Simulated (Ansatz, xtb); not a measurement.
A geometry optimisation of CH2GeOSn with r2SCAN-D4/def2-SVP

The starting geometry of this gas-phase triplet was built from a drawn formula by distance geometry and a force field; its bonds are those of `O=[C]1[Ge][SnH2]1`.

```yaml
atoms:
  - { symbol: C, position_ang: [-2.3887, -3.3156, -0.2177] }
  - { symbol: Ge, position_ang: [-2.9260, -2.6798, -2.0070] }
  - { symbol: O, position_ang: [-1.8584, -4.1530, 0.4692] }
  - { symbol: Sn, position_ang: [-3.4013, -1.2340, -0.2906] }
  - { symbol: H, position_ang: [-2.2055, -0.0507, 0.1307] }
  - { symbol: H, position_ang: [-4.9915, -1.4005, 0.4818] }
```

Where would you expect an optimisation with r2SCAN-D4/def2-SVP to take it?

A bond breaks, giving a structure given below by its coordinates. Distances that change by over a tenth: Ge2–Sn4 (2.29 → 2.73 Å). Contacts that open: C1–Sn4 (2.32 → 2.92 Å).

The energy falls by 1.43 eV over 11 steps:

```csv
step,E − E(last) (eV)
1,1.433
2,0.548
3,0.310
4,0.211
5,0.072
7,0.004
8,0.001
9,0.000
10,0.000
11,0.000
```

Final geometry (Å):

| atom | x (Å) | y (Å) | z (Å) |
| --- | --- | --- | --- |
| C | -2.3090 | -3.5044 | -0.4009 |
| Ge | -2.8218 | -2.9248 | -2.1685 |
| O | -1.9583 | -3.9534 | 0.6112 |
| Sn | -3.6152 | -0.8932 | -0.5313 |
| H | -2.3128 | -0.1738 | 0.3686 |
| H | -4.7542 | -1.3839 | 0.6874 |

From the same start GFN2-xTB reaches the same bonding as this run.

The end wasn't checked by frequencies. Open shells are spin-unrestricted. The triplet needn't be the ground state. Atoms past krypton carry core potentials, without spin–orbit terms. Run with Ansatz 0.2.0, 3.1 min on 1 thread of Arm Neoverse V1, with other jobs on the host.
